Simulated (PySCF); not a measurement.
# H₂Te at several levels of theory

All levels use the PBE0 minimum (singlet; Te–H 1.656 Å (×2); H–Te–H 90.3°), basis [Te def2-TZVP with ECP28, H def2-TZVP], scalar-relativistic core potentials, density fitting, no spin–orbit coupling, PySCF. For vertical energies the ionised species is a doublet (spins chosen at PBE0 and kept). Atomisation goes to high-spin ground-configuration atoms, without zero-point energy. Open shells are unrestricted, also as the reference of the correlated levels. A dash marks a value that was not computed or is not defined at that level.

```json
{"level": "PBE0", "atomisation (kJ/mol)": "582", "vertical IP (eV)": "8.97", "−ε(HOMO) (eV)": "6.57", "gap (eV)": "5.88", "dipole (D)": "0.22"}
{"level": "CCSD(T)", "atomisation (kJ/mol)": "566", "vertical IP (eV)": "8.91", "−ε(HOMO) (eV)": "–", "gap (eV)": "–", "dipole (D)": "–"}
{"level": "HF", "atomisation (kJ/mol)": "388", "vertical IP (eV)": "8.03", "−ε(HOMO) (eV)": "8.86", "gap (eV)": "11.16", "dipole (D)": "0.24"}
{"level": "PBE", "atomisation (kJ/mol)": "593", "vertical IP (eV)": "8.95", "−ε(HOMO) (eV)": "5.51", "gap (eV)": "3.99", "dipole (D)": "0.18"}
{"level": "r2SCAN", "atomisation (kJ/mol)": "589", "vertical IP (eV)": "8.94", "−ε(HOMO) (eV)": "5.76", "gap (eV)": "4.46", "dipole (D)": "0.23"}
{"level": "B3LYP", "atomisation (kJ/mol)": "597", "vertical IP (eV)": "9.05", "−ε(HOMO) (eV)": "6.35", "gap (eV)": "5.40", "dipole (D)": "0.13"}
{"level": "TPSSh", "atomisation (kJ/mol)": "613", "vertical IP (eV)": "8.98", "−ε(HOMO) (eV)": "6.03", "gap (eV)": "4.91", "dipole (D)": "0.17"}
{"level": "MP2", "atomisation (kJ/mol)": "542", "vertical IP (eV)": "8.96", "−ε(HOMO) (eV)": "–", "gap (eV)": "–", "dipole (D)": "–"}
{"level": "MN15", "atomisation (kJ/mol)": "575", "vertical IP (eV)": "8.91", "−ε(HOMO) (eV)": "7.12", "gap (eV)": "6.95", "dipole (D)": "0.04"}
{"level": "CAM-B3LYP", "atomisation (kJ/mol)": "595", "vertical IP (eV)": "9.06", "−ε(HOMO) (eV)": "7.81", "gap (eV)": "8.14", "dipole (D)": "0.18"}
```

For H₂Te itself CCSD(T) correlates 18 electrons; T1 = 0.011, D1 = 0.030, (T) = -25 kJ/mol.

Q: Which levels differ least and most from CCSD(T) in the atomisation?

A: Least: MN15 (+9 kJ/mol); most: HF (-178 kJ/mol). CCSD(T) atomisation energies in a triple-zeta basis lie tens of kJ/mol low, so this is no ranking by accuracy.
